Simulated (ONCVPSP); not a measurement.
# How hard is this P ONCV potential?

- Element: phosphorus
- Generator: ONCVPSP 4.0.1
- Type: optimised norm-conserving Vanderbilt (ONCV)
- Functional: PBE
- Relativity: scalar-relativistic
- Frozen core: [Ne]
- Valence charge: 5
- Reference configuration: 3s2 3p3
- Partial waves: 3s: rc 1.55 bohr, ncon 4, nbas 8, qcut 5.3 1/bohr, 1 projector; 3p: rc 1.40 bohr, ncon 5, nbas 9, qcut 5.1 1/bohr, 2 projectors, debl 2.3 Ha; d scattering state at 0.05 Ha: rc 1.35 bohr, ncon 4, nbas 8, qcut 8.4 1/bohr, 2 projectors, debl 1.3 Ha
- Local potential: polynomial inside 1.35 bohr (lpopt 4, dvloc0 0 Ha)
- Core correction: Teter function, fcfact 3, rcfact 1.45

Task: For each optimised wave give the share of its norm inside rc, the residual kinetic energy above qcut (Ha) and the cutoffs (Ha) for errors of 10, 1, 0.1 and 0.01 mHa per electron.

Result:

```csv
wave,norm inside rc,residual KE,10 mHa,1 mHa,0.1 mHa,0.01 mHa
3s,0.351,4.9e-05,7.4,10.6,13.5,23.7
3p,0.152,1.6e-03,3.1,33.9,121.2,138.6
p projector 2,0.101,3.3e-02,31.9,149.8,173.6,188.4
d projector 1,0.003,5.3e-07,1.3,7.3,17.7,26.4
d projector 2,0.176,1.3e-04,20.4,29.3,36.1,61.7
```

The occupied waves need 34 Ha and 121 Ha for 1 and 0.1 mHa. Rows with under 1 % of the norm inside rc give no meaningful cutoff. The cutoffs count occupied waves only; projector 2 of the p channel, the hardest unoccupied one, needs 150 Ha at the loose tolerance. Note: ghosts flagged at negative energy: p at -8973.4 eV; GHOST(+) flags only above 600 eV. A true bound ghost makes a file unfit for plane-wave use.
